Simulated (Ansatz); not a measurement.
Total energies of CH8N3NbO, SMILES `C[O][Nb](=[NH])([NH2])[NH2]`.

```xyz
14

C    -0.651   -0.256   -2.443
O    -0.061   -0.431   -1.194
Nb    0.117    0.118    0.611
N    -0.887    1.486    1.044
N     1.989    0.700    0.937
N    -0.452   -1.366    1.806
H    -1.183   -1.166   -2.739
H     0.117   -0.046   -3.196
H    -1.364    0.576   -2.434
H    -1.509    2.271    1.161
H     2.268    1.578    1.346
H     2.803    0.127    0.764
H    -0.063   -2.298    1.782
H    -1.123   -1.292    2.553
```

Total charge 0; spin multiplicity 1. Correlated methods include outer-core shells of Nb, which these sets cover unevenly. Nb takes the def2 core potential. The geometry is a stationary point of PBE0-D4/def2-TZVP. It is one conformer, not always the lowest. Basis def2-TZVPP, the Gaussian-basis code of Ansatz.

RPA on PBE orbitals: Hartree–Fock energy of these orbitals -337.25837 Eh, correlation -2.34056 Eh (frozen core).

```tsv
functional	energy without D4 (Eh)	D4 term (kJ/mol)
revPBE	-339.62408	-83.3
PBE0	-339.31574	-26.0
```

(1) Give the same for LDA (SPW92), PBE, BLYP, r2SCAN, B97M-V, B3LYP, r2SCANh, r2SCAN0, HSE06 (plane-wave form), BHLYP, CAM-B3LYP, LC-ωPBE, ωB97X-V, ωB97M-V, B2PLYP, PBE-QIDH. (Best estimate.)

B3LYP takes the VWN-RPA correlation (the form of Gaussian; ORCA's B3LYP/G). HSE06 is the plane-wave form, built on full-range PBE exchange. The double hybrids freeze the cores in their second-order part.

Answers

(1) The calculation gave: 
```tsv
functional	energy without D4 (Eh)	D4 term (kJ/mol)
LDA (SPW92)	-337.28307	–
PBE	-339.35316	-30.2
BLYP	-339.55730	-63.9
r2SCAN	-339.53905	-8.1
B97M-V	-339.61292	–
B3LYP	-339.68400	-48.0
r2SCANh	-339.49804	-8.6
r2SCAN0	-339.43864	-9.4
HSE06 (plane-wave form)	-339.30067	-24.4
BHLYP	-339.36852	-38.2
CAM-B3LYP	-339.48881	-26.6
LC-ωPBE	-339.48605	–
ωB97X-V	-339.51795	–
ωB97M-V	-339.44599	–
B2PLYP	-339.36146	–
PBE-QIDH	-339.22010	–
```

LC-ωPBE has ω = 0.4 bohr⁻¹.
